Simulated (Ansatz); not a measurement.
Cost and result for the atomization energy of C$_{2}$H$_{5}$ClOSi, SMILES `OC1(Cl)C[SiH2]1` (10 atoms, 10 bonds).

```xyz
10

O    -1.343    0.922   -0.797
C    -0.603   -0.129   -0.326
Cl   -1.184   -1.724   -0.903
C     0.924   -0.007   -0.365
Si    0.195   -0.069    1.351
H    -1.161    1.027   -1.741
H     1.277    0.960   -0.716
H     1.477   -0.849   -0.765
H     0.133    1.185    2.129
H     0.285   -1.316    2.133
```

Charge 0, multiplicity 1. All single points use the PBE0-D4/def2-TZVP geometry. It is one conformer, not always the lowest. Program: Ansatz. All runs use 4 threads of an Arm Neoverse V1 on a shared host. Times are those of one run each, without the atoms' runs, and a repeat can differ threefold. Electronic energies, without spin–orbit coupling; frozen cores. CCSD(T)/CBS adds CCSD(T) − MP2 in def2-TZVPP to the MP2 limit, and its time is that of the two runs behind it. T1 = 0.012. HSE06 is the plane-wave form, built on full-range PBE exchange.

CCSD(T)/CBS is a level of theory with its own doubt, some kJ/mol a heavy atom from the limit and from the frozen cores, so smaller differences don't rank the functionals.

```json
{"level": "revPBE-D4/def2-TZVPP", "functions": "247", "wall time": "2 s", "atomization (kcal/mol)": "843.2", "difference from CCSD(T)/CBS": "0.4", "per bond": "0.0"}
{"level": "PBE-D4/def2-TZVPP (with forces)", "functions": "247", "wall time": "2.5 s", "atomization (kcal/mol)": "866.0", "difference from CCSD(T)/CBS": "23.2", "per bond": "2.3"}
{"level": "PBE0-D4/def2-TZVPP", "functions": "247", "wall time": "3 s", "atomization (kcal/mol)": "847.4", "difference from CCSD(T)/CBS": "4.6", "per bond": "0.5"}
{"level": "HSE06-D4/def2-TZVPP", "functions": "247", "wall time": "3.1 s", "atomization (kcal/mol)": "848.2", "difference from CCSD(T)/CBS": "5.4", "per bond": "0.5"}
{"level": "CAM-B3LYP-D4/def2-TZVPP", "functions": "247", "wall time": "3.3 s", "atomization (kcal/mol)": "842.5", "difference from CCSD(T)/CBS": "-0.3", "per bond": "0.0"}
{"level": "CCSD(T)/def2-SVP", "functions": "103", "wall time": "3.7 s", "atomization (kcal/mol)": "789.1", "difference from CCSD(T)/CBS": "-53.7", "per bond": "-5.4"}
{"level": "B2PLYP/def2-TZVPP", "functions": "247", "wall time": "5.5 s", "atomization (kcal/mol)": "829.7", "difference from CCSD(T)/CBS": "-13.1", "per bond": "-1.3"}
{"level": "PBE-QIDH/def2-TZVPP", "functions": "247", "wall time": "5.5 s", "atomization (kcal/mol)": "838.8", "difference from CCSD(T)/CBS": "-4.0", "per bond": "-0.4"}
{"level": "ωB97X-V/def2-TZVPP", "functions": "247", "wall time": "7.5 s", "atomization (kcal/mol)": "846.7", "difference from CCSD(T)/CBS": "3.9", "per bond": "0.4"}
{"level": "ωB97M-V/def2-TZVPP (with forces)", "functions": "247", "wall time": "11 s", "atomization (kcal/mol)": "846.8", "difference from CCSD(T)/CBS": "4.0", "per bond": "0.4"}
{"level": "MP2/def2-QZVPP", "functions": "461", "wall time": "20 s", "atomization (kcal/mol)": "851.6", "difference from CCSD(T)/CBS": "8.8", "per bond": "0.9"}
{"level": "CCSD(T)/def2-TZVPP", "functions": "247", "wall time": "120 s", "atomization (kcal/mol)": "817.4", "difference from CCSD(T)/CBS": "-25.4", "per bond": "-2.5"}
{"level": "CCSD(T)/CBS(def2)", "functions": "–", "wall time": "2.3 min", "atomization (kcal/mol)": "842.8", "difference from CCSD(T)/CBS": "0.0", "per bond": "0.0"}
```

From r2SCAN to r2SCAN0 (25 % exact exchange), in def2-TZVPP and without D4, the atomization energy moves by −16.2 kcal/mol: exact exchange takes away binding that semilocal exchange gives to molecules. Leaving LDA and LC-ωPBE aside and taking each functional with its dispersion term where it has one, the values, not all of them listed here, spread over 56.4 kcal/mol, from BHLYP-D4 to PBE-D4. LDA lies +124.2 kcal/mol from PBE without D4, its usual overbinding. In def2-TZVPP, CCSD(T) changes the Hartree–Fock value by +230.1 kcal/mol (the triples alone add +16.0 kcal/mol) and MP2 by +249.3 kcal/mol; breaking electron pairs costs correlation energy, which Hartree–Fock lacks.
